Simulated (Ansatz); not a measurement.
Relaxation of CH₅ClSn (8 atoms, charge 0, multiplicity 1), to a largest force component of 0.02 eV/Å in at most 40 steps.

Level of theory: RKS revPBE-D4/def2-SVP (Ansatz 0.2.0).

```xyz
8
Properties=species:S:1:pos:R:3
Sn 0.000 0.000 0.000
Cl 0.000 0.000 2.410
H 1.641 0.000 -0.579
H -0.820 1.420 -0.579
C -1.013 -1.754 -0.716
H -1.512 -2.266 0.133
H -1.773 -1.462 -1.470
H -0.277 -2.443 -1.181
```

Problem. Where does it end, and by what steps?

Solution. The forces met the threshold. After 4 steps the energy has fallen by 0.042 eV; Cl2 moved furthest, 0.11 Å.

```
step  energy less start (eV)  largest force component (eV/Å)  accepted
   0                  0.0000                           0.383       yes
   1                  0.0147                           0.343        no
   2                 -0.0411                           0.077       yes
   3                 -0.0421                           0.034       yes
   4                 -0.0424                           0.010       yes
```

```xyz
8
Properties=species:S:1:pos:R:3
Sn 0.011 0.020 -0.078
Cl -0.014 -0.055 2.315
H 1.682 0.060 -0.526
H -0.806 1.484 -0.509
C -1.024 -1.775 -0.723
H -1.512 -2.218 0.166
H -1.790 -1.523 -1.482
H -0.300 -2.497 -1.147
```

Whether the end is a true minimum wasn't checked by a vibrational analysis.

Run time: 33 s on 2 threads of Intel(R) Xeon(R) Processor @ 2.50GHz (Skylake/Cascade Lake) (shared host), peak memory 0.13 GiB.
